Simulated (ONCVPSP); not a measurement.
**Pseudopotential generation for selenium (Se): ONCV, PBEsol, scalar-relativistic.**

```json
{
 "Element": "Se",
 "Generator": "ONCVPSP 4.0.1",
 "Type": "optimised norm-conserving Vanderbilt (ONCV)",
 "Functional": "PBEsol",
 "Relativity": "scalar-relativistic",
 "Frozen core": "[Ne] 3s2",
 "Valence charge": "22",
 "Reference configuration": "3p6 3d10 4s2 4p2 (charge +2)",
 "Partial waves": "4s: rc 1.40 bohr, ncon 4, nbas 8, qcut 4.4 1/bohr, 2 projectors, debl 0.8 Ha; 3p+4p: rc 1.10 bohr, ncon 4, nbas 8, qcut 16 1/bohr, 2 projectors; 3d: rc 0.65 bohr, ncon 4, nbas 8, qcut 28 1/bohr, 3 projectors, debl 2.5 Ha",
 "Local potential": "polynomial inside 0.55 bohr (lpopt 5, dvloc0 0 Ha)",
 "Core correction": "none"
}
```

In the s channel the program set the typed energies aside and used -1.384, 0.250 Ha. In the d channel the program set the typed energies aside and used -2.786, 0.250, 2.750 Ha.

**Question.** Does the generator finish with these settings?

**Answer.** Yes, a potential is produced and its reference levels are reproduced.

**Question.** Estimate the cutoffs (Ha) at which the residual kinetic energy of the hardest occupied pseudo-wave falls to 1 and 0.1 mHa per electron.

**Answer.** 266 Ha and 304 Ha.

**Question.** Does the potential have ghost states?

**Answer.** Ghosts flagged at negative energy: s at -415.9 eV; GHOST(+) flagged for s at 165.3 eV. A true bound ghost makes a file unfit for plane-wave use.

**Question.** Which valence shell sets the plane-wave cutoff?

**Answer.** 3d: 266 Ha for 1 mHa per electron, against 73 Ha for 3p.

**Question.** Tests: 3p6 3d10 4s2 4p4; 3p6 3d10 4s2 4p3; 3p6 3d10 4s2 4p1; 3p5 3d10 4s2 4p4. Which has the largest error in its energy relative to the reference configuration, and how large is it?

**Answer.** 3p5 3d10 4s2 4p4, with -82 meV (all-electron minus pseudo) on +132.90 eV.
